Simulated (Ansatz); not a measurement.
Job for Ansatz (a first-principles code): U-CCSD(T)/def2-QZVPP on GaS+, 2S+1 = 3, a spin state set in the input, which need not be the lowest, a point of a bond scan (R = 2.278 Å). Charge +1. Files ending in .json are basis or fitting sets from the Basis Set Exchange.

Ansatz 0.2 input:
```yaml
crystal:
  periodic: [false, false, false]
  atoms:
    - {symbol: S, position_ang: [0.00000000, 0.00000000, 0.00000000]}
    - {symbol: Ga, position_ang: [0.00000000, 0.00000000, 2.27789300]}
basis:
  gaussian:
    orbitals: def2-QZVPP.json
    pivot_positions_ang: [[0.00000000, 0.00000000, 0.00000000], [0.00000000, 0.00000000, 2.27789300]]
total_charge: 1
magnetization: {spin_polarized: true, initial_magnetization: 2}
correlation: {method: ccsd_t, electrons: valence}
output: {orbitals: {seedname: ./end}}
```

Output:

```
WARN ansatz: RAYON_NUM_THREADS=2 ignored (pool sized by the plan → 2); use --threads N
Functional definition: HF
integrals: 0.69 GiB planned
1095 factors; integrals over basis functions are off by at most 3.9e-4 eV
mean field: 0.72 GiB planned
mean field evaluation 1: about -63143.4759 eV, gradient 1.8e1 eV
mean field evaluation 2: about -63143.4761 eV, gradient 1.8e1 eV
mean field evaluation 4: about -63145.8022 eV, gradient 2.6e0 eV
mean field evaluation 8: about -63145.8956 eV, gradient 1.4e-1 eV
mean field evaluation 16: about -63145.8652 eV, gradient 1.5e0 eV
mean field evaluation 32: about -63145.3777 eV, gradient 7.8e-5 eV
mean field evaluation 64: about -63145.8081 eV, gradient 1.7e0 eV
mean field evaluation 96: about -63142.4547 eV, gradient 5.3e-2 eV
mean field evaluation 128: about -63145.3004 eV, gradient 4.1e0 eV
mean field evaluation 160: about -63142.4190 eV, gradient 1.1e-1 eV
mean field evaluation 192: about -63143.2796 eV, gradient 1.0e1 eV
mean field evaluation 224: about -63141.5387 eV, gradient 2.8e-2 eV
mean field evaluation 256: about -63141.5727 eV, gradient 2.2e0 eV
mean field evaluation 288: about -63145.3775 eV, gradient 1.3e-2 eV
mean field evaluation 320: about -63141.1658 eV, gradient 3.5e-3 eV
mean field -63145.89607526 eV, -2320.5688789402 hartree, gradient 1.9e-6 eV, S^2 2.054796; 10 other end points of the search recorded, 0 dependent functions left out
determinant -63145.89607526 eV, -2320.5688789402 hartree, with singles and doubles -63161.22749803 eV, -2321.1322983348 hartree
determinant -63145.37766650 eV, -2320.5498277695 hartree, with singles and doubles -63160.66574718 eV, -2321.1116543721 hartree
determinant -63142.45477441 eV, -2320.4424134666 hartree, with singles and doubles -63156.69484441 eV, -2320.9657263866 hartree
determinant -63142.42028121 eV, -2320.4411458648 hartree, with singles and doubles -63157.54879866 eV, -2320.9971086265 hartree
14 core orbitals not correlated
reference -63145.89607526 eV, -2320.5688789402 hartree; 10, 8 occupied and 135, 137 virtual orbitals, 1095 factors
second order -15.23872098 eV of doubles, -0.00000000 eV of singles
coupled cluster: 1.46 GiB planned
cycle   1  -15.16522926 eV  change    -1.1e0 eV  update   2.7e-2
cycle   2  -15.20604469 eV  change   -4.1e-2 eV  update   5.9e-3
cycle   3  -15.20454826 eV  change    1.5e-3 eV  update   2.7e-3
cycle   4  -15.20718846 eV  change   -2.6e-3 eV  update   9.7e-4
cycle   5  -15.20730630 eV  change   -1.2e-4 eV  update   5.0e-4
cycle   6  -15.20758831 eV  change   -2.8e-4 eV  update   2.0e-4
cycle   7  -15.20762722 eV  change   -3.9e-5 eV  update   8.5e-5
cycle   8  -15.20760659 eV  change    2.1e-5 eV  update   3.9e-5
cycle   9  -15.20761849 eV  change   -1.2e-5 eV  update   1.9e-5
perturbative correction -0.55391915 eV, -0.0203561535 hartree
Total energy: -63161.65761290 eV, -2321.1481047650 hartree
```

Self-consistency was reached.

Cost: very roughly 90 core-seconds.
